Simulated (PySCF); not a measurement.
Isomers of C5H11OPSi, mass 146.032 u with the commonest isotopes. Method: PBE0/pcSseg-1 in PySCF (dipole) on a GFN2-xTB geometry, gas phase. One conformer each, none proved a minimum here; rigid rotors.

Question: Order these by out-of-plane moment Σ m c² = (Ia + Ib − Ic)/2, largest first.
A. `[CH3:1][P@@:2]1(=[O:3])[CH2:4][CH2:5][CH:6]=[C:7]1[SiH3:8]` with C1–P2–C4–C5 93°, P2–C4–C5–C6 18°, C4–C5–C6–C7 -14°, C1–P2–C7–C6 -101°
B. `[CH3:1][CH2:2][P:3]1[C:4]([SiH3:5])=[C:6]1[O:7][CH3:8]` with C1–C2–P3–C4 -83°, C4–C6–O7–C8 -179°
C. `[CH:1]#[C:2][P@:3](=[O:4])([CH2:5][CH3:6])[CH2:7][SiH3:8]` with C2–P3–C5–C6 -60°, C2–P3–C7–Si8 173°
D. `[CH2:1]=[C:2]([CH3:3])[Si@@:4]1([PH2:5])[CH2:6][CH2:7][O:8]1` with C1–C2–Si4–P5 -10°, C2–Si4–P5–H -156° and -63°

Answer: C (94.53 u·Å²), A (70.47 u·Å²), B (47.10 u·Å²), D (46.79 u·Å²).

Question: Order these by radius of gyration √(Σ m r²/M), largest first.
A. `[CH2:1]=[C:2]([CH3:3])[Si@@:4]1([PH2:5])[CH2:6][CH2:7][O:8]1` with C1–C2–Si4–P5 -10°, C2–Si4–P5–H -156° and -63°
B. `[CH:1]#[C:2][P@:3](=[O:4])([CH2:5][CH3:6])[CH2:7][SiH3:8]` with C2–P3–C5–C6 -60°, C2–P3–C7–Si8 173°
C. `[CH3:1][P@@:2]1(=[O:3])[CH2:4][CH2:5][CH:6]=[C:7]1[SiH3:8]` with C1–P2–C4–C5 93°, P2–C4–C5–C6 18°, C4–C5–C6–C7 -14°, C1–P2–C7–C6 -101°
D. `[CH3:1][CH2:2][P:3]1[C:4]([SiH3:5])=[C:6]1[O:7][CH3:8]` with C1–C2–P3–C4 -83°, C4–C6–O7–C8 -179°

Answer: D (2.287 Å), B (2.144 Å), A (2.105 Å), C (2.019 Å).

Question: Order these by dipole moment, largest first.
A. `[CH3:1][P@@:2]1(=[O:3])[CH2:4][CH2:5][CH:6]=[C:7]1[SiH3:8]` with C1–P2–C4–C5 93°, P2–C4–C5–C6 18°, C4–C5–C6–C7 -14°, C1–P2–C7–C6 -101°
B. `[CH:1]#[C:2][P@:3](=[O:4])([CH2:5][CH3:6])[CH2:7][SiH3:8]` with C2–P3–C5–C6 -60°, C2–P3–C7–Si8 173°
C. `[CH3:1][CH2:2][P:3]1[C:4]([SiH3:5])=[C:6]1[O:7][CH3:8]` with C1–C2–P3–C4 -83°, C4–C6–O7–C8 -179°
D. `[CH2:1]=[C:2]([CH3:3])[Si@@:4]1([PH2:5])[CH2:6][CH2:7][O:8]1` with C1–C2–Si4–P5 -10°, C2–Si4–P5–H -156° and -63°

Answer: A (4.52 D), B (4.12 D), C (2.22 D), D (1.35 D).

```json
{"SMILES": "C[P@@]1(=O)CCC=C1[SiH3]", "point group": "C1", "Ia (u·Å²)": "275.76", "Ib (u·Å²)": "389.77", "Ic (u·Å²)": "524.59", "κ": "-0.23", "μa (D)": "0.94", "μb (D)": "3.42", "μc (D)": "2.80"}
{"SMILES": "C=C(C)[Si@@]1(P)CCO1", "point group": "C1", "Ia (u·Å²)": "342.55", "Ib (u·Å²)": "351.60", "Ic (u·Å²)": "600.57", "κ": "0.88", "μa (D)": "0.72", "μb (D)": "0.83", "μc (D)": "0.79"}
{"SMILES": "CCP1C([SiH3])=C1OC", "point group": "C1", "Ia (u·Å²)": "375.95", "Ib (u·Å²)": "435.17", "Ic (u·Å²)": "716.93", "κ": "0.43", "μa (D)": "1.78", "μb (D)": "0.84", "μc (D)": "1.04"}
{"SMILES": "C#C[P@](=O)(CC)C[SiH3]", "point group": "C1", "Ia (u·Å²)": "265.21", "Ib (u·Å²)": "500.76", "Ic (u·Å²)": "576.92", "κ": "-0.74", "μa (D)": "0.54", "μb (D)": "2.77", "μc (D)": "3.00"}
```
